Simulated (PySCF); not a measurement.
Spinor energies of Tc (technetium, neutral)

Start: [Kr] 4d6 5s1; 4d3/2 filled at m_j = +3/2; 4d5/2 filled at m_j = -3/2, -1/2, +1/2, +3/2, +5/2; 5s1/2 filled at m_j = +1/2. Calculated with PySCF 2.14 in x2c-TZVPall-2c with one added diffuse shell each of s, p, d type (9s10p8d1f, 86 functions): generalised Hartree-Fock with the X2C-1e Hamiltonian and a Gaussian nucleus; one run each with spin-orbit coupling (SO) switched off, then screened by Boettger's factors. This is a chosen level, not necessarily the ground level.

```csv
spinor shell,electrons,"ε, spin-free (eV)","ε, screened SO (eV)",weight of nominal j (screened SO),"rms radius, screened SO (bohr)"
1s1/2,2,-21156.4,-21155.2,1.000,0.0394
2s1/2,2,-3092.9,-3092.5,1.000,0.162
2p1/2,2,-2761.1,-2842.7,1.000,0.141
2p3/2,4,-2761.1,-2722.8,1.000,0.145
3s1/2,2,-569.10,-568.98,1.000,0.442
3p1/2,2,-457.22,-471.41,1.000,0.439
3p3/2,4,-457.22,-450.50,1.000,0.450
3d3/2,4,-276.31,-278.80,0.982,0.433
3d5/2,6,-276.31,-274.51,0.988,0.437
4s1/2,2,-86.291,-86.246,1.000,1.14
4p1/2,2,-53.027,-57.739,0.710,1.27
4p3/2,4,-53.027,-50.692,0.855,1.28
4d5/2,5,-9.932,-10.554,0.572,1.95
4d3/2,1,-9.932,-6.791,0.771,2.10
5s1/2,1,-6.493,-6.491,0.997,3.87
```

| quantity | spin-free | screened SO |
| --- | --- | --- |
| E (hartree) | -4282.74466 | -4283.30174 |
| M_J | 9/2 | 9/2 |
| ⟨J²⟩ | 24.765 | 24.766 |
| ⟨L²⟩ | 6.009 | 6.049 |
| ⟨S²⟩ | 8.756 | 8.740 |

Each row is a mean over spinors that exchange with the open shell spreads, by up to 7.809 eV (4p3/2).

Rows whose weight is well below 1 are mixtures of j = l ± 1/2: exchange outweighs spin-orbit coupling there, and the label is only the starting occupation.

Breit and QED terms are absent; they matter most for the inner s and p1/2 levels.

Densities and radii are taken from the X2C orbitals without a picture-change correction, which distorts them close to the nucleus.

Without spin-orbit coupling the j labels of p, d and f shells carry no meaning; the spin-free column gives the mean over the occupied spinors of each nl shell.
